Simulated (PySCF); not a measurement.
## Static response to an electric field

CH8NPSi4.
Cartesian coordinates in Å at the GFN2-xTB level; atoms count from 1:
```
atom  x, y, z in Å
N1     2.0682    2.8418   -1.2110
C2     1.6648    1.9040   -0.6863
Si3    0.9303    0.3861    0.1159
P4     2.6783   -0.4104    1.2925
Si5   -1.0858    0.8806    1.2981
Si6   -2.2676   -0.4546   -0.2501
Si7   -0.2949   -0.9626   -1.4491
H8     3.2618   -1.0502    0.2131
H9     1.9886   -1.5528    1.6602
H10   -1.4488    2.2983    1.3457
H11   -1.1273    0.4505    2.7012
H12   -2.9689   -1.6173    0.3111
H13   -3.3102    0.2202   -1.0300
H14   -0.2167   -0.5538   -2.8541
H15    0.1237   -2.3717   -1.4792
```

Level: PBE0/def2-SVPD (PySCF), static field, nuclei fixed, core orbitals frozen in the response. The polarisability tensor in these axes (au):

```
x   188.66   7.36   6.64
y     7.36 147.35   5.68
z     6.64   5.68 151.69
```

**Question.** What are the eigenvalues, a third of the trace, and Δα (Δα² = ½Σ(αi − αj)² over the three pairs)?

**Answer.** Principal values 143.30, 153.03 and 191.37 au; mean 162.57 au = 24.09 Å³ = 26.80 × 10⁻⁴⁰ C²·m²/J; Δα = 44.02 au (27 % of the mean).

**Question.** What is the dipole moment, and where does it point?

**Answer.** (-2.08, -3.60, 1.29) D, 4.35 D in size, pointing from the negative to the positive side. Measured along this direction, the outermost atoms are N1 at the negative end and H12 at the positive end.

**Question.** Give the eigenvalues of the traceless quadrupole moment Θ = ½Σq(3rr − r²1), origin at the centre of nuclear charge.

**Answer.** -17.52, 5.45, 12.08 D·Å. The values depend on the origin, since the dipole doesn't vanish. The electronic extent ⟨r²⟩ about the same centre is 2073 bohr², a root-mean-square distance of 2.51 Å for the 92 electrons.

**Question.** Give the principal axes and the span of the nuclei along them.

**Answer.** Largest value along (0.96, 0.19, 0.19), where the nuclei span 6.34 Å; middle along (-0.26, 0.50, 0.83), 5.34 Å; least along (-0.06, 0.85, -0.53), 5.23 Å. 

**Question.** In TDDFT the mean static polarisability is Σ f/ω² over all singlet excitations (ω in hartree). How much of it do the 6 lowest give? Their energies (eV) and oscillator strengths: 4.22, 0.0143; 4.71, 0.0272; 5.07, 0.0002; 5.24, 0.0484; 5.49, 0.0382; 5.74, 0.0736.

**Answer.** They add up to 5.41 au, 3.3 % of the 162.57 au; the largest single term is 1.65 au, from the state at 5.74 eV. Terms in order: 0.60, 0.91, 0.01, 1.30, 0.94, 1.65 au. Higher excitations give the rest. The strengths listed sum to 0.202.

**Question.** What depolarisation ratio follows for Rayleigh scattering of linearly polarised light, taking the static tensor?

**Answer.** ρ = 3Δα²/(45ᾱ² + 4Δα²) = 5813.7/(1189252 + 7751.6) = 0.00486.

Isolated species at its GFN2-xTB geometry (one conformer only).
